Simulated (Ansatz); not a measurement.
`[CH3][Al]1[BH][SiH2]1`: the same geometry under several functionals.

```yaml
crystal:
  periodic: [false, false, false]
  atoms:
    - {symbol: C, position_ang: [-1.369961, 1.071610, -1.101104]}
    - {symbol: Al, position_ang: [-0.301013, -0.315213, -0.248911]}
    - {symbol: B, position_ang: [0.635779, -1.923104, 0.495452]}
    - {symbol: Si, position_ang: [1.598953, -0.546323, 1.274816]}
    - {symbol: H, position_ang: [-0.750715, 1.706022, -1.740533]}
    - {symbol: H, position_ang: [-1.848574, 1.711521, -0.355294]}
    - {symbol: H, position_ang: [-2.154059, 0.629044, -1.720916]}
    - {symbol: H, position_ang: [0.648655, -3.108124, 0.500365]}
    - {symbol: H, position_ang: [0.933506, 0.760879, 0.746372]}
    - {symbol: H, position_ang: [2.690630, -0.037515, 2.152853]}
basis:
  gaussian: {orbitals: def2-TZVPP}
hamiltonian: {xc: pbe, dispersion: d4}
output: {forces: true, orbitals: {seedname: orbitals}}
```

```sh
$ ansatz run in.yaml --threads 2 --pin off --events-out ev --progress --plain --max-ram 4352MiB
```

It prints (some lines left out):

```
Functional definition: PBE
1260 factors; their error is unknown
mean field evaluation 1: about -16255.2206 eV, gradient 8.4e1 eV
mean field evaluation 2: about -16216.5714 eV, gradient 1.2e2 eV
mean field evaluation 4: about -16272.3169 eV, gradient 2.4e1 eV
mean field evaluation 8: about -16274.5714 eV, gradient 1.8e-1 eV
mean field evaluation 16: about -16274.5419 eV, gradient 6.0e-3 eV
mean field -16274.54186320 eV, -598.0783821921 hartree, gradient 2.8e-5 eV, S^2 0.000000; 0 other end points of the search recorded, 0 dependent functions left out
reference -16274.54191179 eV, -598.0783839775 hartree; 22, 22 occupied and 208, 208 virtual orbitals, 1260 factors
Total energy: -16274.73320966 eV, -598.0854140446 hartree
Atom 0 at    -1.369961     1.071610    -1.101104 Å, force     0.018308    -0.010781     0.015043 eV/Å
Atom 1 at    -0.301013    -0.315213    -0.248911 Å, force    -0.035068    -0.087786    -0.028554 eV/Å
Atom 2 at     0.635779    -1.923104     0.495452 Å, force    -0.060567    -0.097026    -0.049242 eV/Å
Atom 3 at     1.598953    -0.546323     1.274816 Å, force     0.068448    -0.044358     0.054660 eV/Å
Atom 4 at    -0.750715     1.706022    -1.740533 Å, force     0.115899     0.120954    -0.120954 eV/Å
Atom 5 at    -1.848574     1.711521    -0.355294 Å, force    -0.090825     0.121612     0.139623 eV/Å
Atom 6 at    -2.154059     0.629044    -1.720916 Å, force    -0.144566    -0.087609    -0.114275 eV/Å
Atom 7 at     0.648655    -3.108124     0.500365 Å, force     0.002119    -0.125540     0.001419 eV/Å
Atom 8 at     0.933506     0.760879     0.746372 Å, force    -0.019089     0.132145    -0.014690 eV/Å
Atom 9 at     2.690630    -0.037515     2.152853 Å, force     0.145343     0.078389     0.116970 eV/Å
Dipole moment:    -0.195545     0.440193    -0.154980 e Å
```

Hardware: 2 threads of an Arm Neoverse V1 on a shared host. Wall time 3.8 s, peak host memory 0.27 GiB.

With the line `hamiltonian: {xc: {name: wB97X-V}}` and no forces (abridged; 13 s):

```
Functional definition: wB97X-V
mean field evaluation 16: about -16282.0273 eV, gradient 7.5e-5 eV
mean field -16282.02727041 eV, -598.3534658332 hartree, gradient 9.1e-6 eV, S^2 0.000000
Total energy: -16282.02726805 eV, -598.3534657465 hartree
```

Changing it to `hamiltonian: {xc: {name: wB97M-V}}` (abridged; 18 s):

```
Functional definition: wB97M-V
mean field evaluation 16: about -16282.6845 eV, gradient 6.6e-5 eV
mean field -16282.68452753 eV, -598.3776195867 hartree, gradient 6.6e-5 eV, S^2 0.000000
Total energy: -16282.68458491 eV, -598.3776216955 hartree
Atom 0 force    -0.013405    -0.011436    -0.010324 eV/Å
Atom 1 force    -0.056375    -0.041503    -0.045627 eV/Å
Atom 2 force     0.045313     0.111602     0.036768 eV/Å
Atom 3 force     0.077693     0.017028     0.062125 eV/Å
Atom 4 force    -0.053200    -0.042784     0.047313 eV/Å
Atom 5 force     0.033820    -0.043706    -0.062586 eV/Å
Atom 6 force     0.053622     0.050824     0.042240 eV/Å
Atom 7 force     0.006156     0.153589     0.005926 eV/Å
Atom 8 force     0.049428    -0.108161     0.039261 eV/Å
Atom 9 force    -0.143051    -0.085452    -0.115096 eV/Å
Dipole moment:    -0.196656     0.438118    -0.155851 e Å
```

The same input with `hamiltonian: {xc: {name: CAM-B3LYP}, dispersion: d4}` and no forces (abridged; 5 s):

```
Functional definition: CAM-B3LYP
mean field evaluation 16: about -16283.8350 eV, gradient 3.4e-5 eV
mean field -16283.83496846 eV, -598.4198975111 hartree, gradient 3.4e-5 eV, S^2 0.000000
Total energy: -16284.00315264 eV, -598.4260781657 hartree
```

Changing it to `hamiltonian: {xc: {name: B3LYP}, dispersion: d4}` (abridged; 7 s):

```
Functional definition: B3LYP
mean field evaluation 16: about -16286.4369 eV, gradient 3.2e-4 eV
mean field -16286.43694718 eV, -598.5155184656 hartree, gradient 2.5e-5 eV, S^2 0.000000
Total energy: -16286.74834304 eV, -598.5269620521 hartree
Atom 0 force    -0.058669     0.054348    -0.046535 eV/Å
Atom 1 force    -0.059197    -0.063726    -0.047847 eV/Å
Atom 2 force    -0.006900    -0.058158    -0.006025 eV/Å
Atom 3 force     0.143372     0.094619     0.115325 eV/Å
Atom 4 force    -0.037685    -0.021463     0.025120 eV/Å
Atom 5 force     0.015832    -0.022230    -0.042515 eV/Å
Atom 6 force     0.029249     0.036268     0.023015 eV/Å
Atom 7 force    -0.000281     0.154161     0.000788 eV/Å
Atom 8 force     0.030462    -0.129562     0.023930 eV/Å
Atom 9 force    -0.056183    -0.044258    -0.045255 eV/Å
Dipole moment:    -0.196241     0.426907    -0.155587 e Å
```

The same input with `hamiltonian: {xc: pbe0, dispersion: d4}` and no forces (abridged; 4.4 s):

```
Functional definition: PBE0
mean field evaluation 16: about -16276.2668 eV, gradient 9.4e-5 eV
mean field -16276.26682875 eV, -598.1417735066 hartree, gradient 1.2e-5 eV, S^2 0.000000
Total energy: -16276.42960050 eV, -598.1477552580 hartree
```

B3LYP takes the VWN-RPA correlation (the form of Gaussian; ORCA's B3LYP/G).
